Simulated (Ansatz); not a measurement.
Reaction (redistribution): `[SeH]C1C[SiH2]1` + `[SiH3][CH2][InH2]` → `[SiH3]C[SeH]` + `[InH2][CH]1C[SiH2]1`

Gas-phase electronic energies from Ansatz, PBE0-D4/def2-TZVP geometries. CCSD(T)/CBS adds triple-zeta CCSD(T) − MP2 to the extrapolated MP2 energy (def2 sets, frozen cores). DFT in def2-TZVPP. B3LYP here is the variant with VWN-RPA as its local correlation; programs differ in this. def2 core potentials past Kr. For In, Se outer-core shells are correlated without core-valence functions, which leaves a few kJ/mol of doubt a bond. Scalar relativity is left out up to krypton. Each species was taken in one conformer, which may not be the lowest.

`[SeH]C1C[SiH2]1`:

Cartesian coordinates in Å:
```
Se 2.130 -0.684 -0.047
C 0.434 0.055 -0.592
C -0.788 -0.855 -0.335
Si -0.775 0.709 0.646
H 2.665 0.535 0.575
H 0.468 0.501 -1.580
H -1.473 -0.971 -1.168
H -0.587 -1.787 0.183
H -1.665 1.817 0.241
H -0.409 0.679 2.075
```

`[SiH3][CH2][InH2]`:

```xyz
10

Si    1.134   -0.342   -0.910
C     0.096   -0.547    0.620
In   -1.546    0.854    0.717
H     2.270   -1.304   -0.980
H     1.702    1.035   -0.973
H     0.301   -0.534   -2.132
H     0.724   -0.401    1.504
H    -0.314   -1.560    0.646
H    -3.066    0.414    0.029
H    -1.301    2.383    1.478
```

`[SiH3]C[SeH]`:

Cartesian coordinates in Å:
```
Si 0.890 -0.524 0.343
C -0.773 0.338 0.378
Se -1.572 0.414 -1.407
H 0.721 -1.925 -0.118
H 1.507 -0.523 1.699
H 1.795 0.196 -0.592
H -1.482 -0.238 0.977
H -0.720 1.343 0.798
H -0.366 0.918 -2.079
```

`[InH2][CH]1C[SiH2]1`:

Z-matrix (Å, degrees):
```
C
C 1 1.542
Si 1 1.864 2 64.6
In 1 2.123 2 123.7 3 -104.7
H 1 1.088 2 115.1 3 105.1
H 2 1.086 1 116.1 3 -110.9
H 2 1.086 1 117.2 3 112.1
H 3 1.478 1 119.4 2 105.4
H 3 1.480 1 119.4 2 -105.6
H 4 1.728 1 117.6 2 13.0
H 4 1.723 1 119.6 2 -170.8
```

```
             level  ΔE (kJ/mol)
           PBE0-D4          0.0
          B3LYP-D4          0.6
            r2SCAN         -0.9
     HF/def2-TZVPP          4.3
   CCSD/def2-TZVPP          0.2
     HF/def2-QZVPP          4.3
    MP2/def2-QZVPP         -2.0
SCS-MP2/def2-QZVPP         -1.0
```

What does CCSD(T)/CBS give? (An estimate is asked.)

Ansatz gave: -1.7 kJ/mol. The listed levels differ from it by 1.7, 2.3, 0.8, 6.0, 1.9, 6.0, -0.3, 0.7 kJ/mol.

Largest T1 diagnostic among the species: 0.013.

In def2-TZVPP, CCSD(T) changes the Hartree–Fock value by −5.3 kJ/mol (the triples alone add −1.2 kJ/mol) and MP2 by −5.9 kJ/mol.
